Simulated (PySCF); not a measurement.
1-fluorocyclopropane-1-carbaldehyde (C4H5FO), SMILES C(=O)C1(CC1)F.

Geometry: B3LYP-D3(BJ)/def2-SVP. The values are those of a single conformer.

Two levels are set side by side: TDDFT-PBE/def2-SVPD (PySCF) and TDDFT-LC-ωPBE/def2-SVPD (PySCF). Vertical, same geometry. The lowest singlet is HOMO→LUMO 100 % with PBE and HOMO→LUMO 93 % with the other functional; states are paired by order. Differences are taken from unrounded values.

```tsv
quantity	TDDFT-LC-ωPBE	TDDFT-PBE	TDDFT-PBE minus TDDFT-LC-ωPBE
lowest singlet excitation (eV)	4.31	4.09	-0.23
lowest triplet excitation (TDA) (eV)	3.69	3.51	-0.18
first bright state (f over 0.05) (eV)	7.01	5.47	-1.54
its oscillator strength	0.17	0.10	-0.07
```

A lower first singlet is the usual sign of a functional without exact exchange. Differences between two approximate levels are no errors against the true value.

Rough cost on one machine, each run with all the roots and properties that it gave: TDDFT-LC-ωPBE against TDDFT-PBE about 9 times.
